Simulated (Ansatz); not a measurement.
CHBr₂ (`Br[CH]Br`) radical. Total charge 0; spin multiplicity 2. Correlated methods include outer-core shells of Br, which these sets cover unevenly. Scalar relativity is left out up to krypton.

| atom | x (Å) | y (Å) | z (Å) |
| --- | --- | --- | --- |
| Br1 | 0.296 | 1.558 | -0.756 |
| C2 | 0.189 | -0.063 | 0.124 |
| Br3 | -1.434 | -0.698 | 0.737 |
| H4 | 0.949 | -0.797 | -0.105 |

Q: Give the diagnostics of a CCSD(T)/def2-TZVPP run (frozen core, the Gaussian-basis code of Ansatz). (Estimate.)

A: The calculation gave: T1 = 0.0130, largest single amplitude 0.081, largest double 0.029, (T) share of the correlation energy 3.6 %, 11 CCSD cycles. ⟨S²⟩ of the UHF reference is 0.774 against 0.75 for a pure state. T1 lies under the customary mark of 0.045 for open shells.
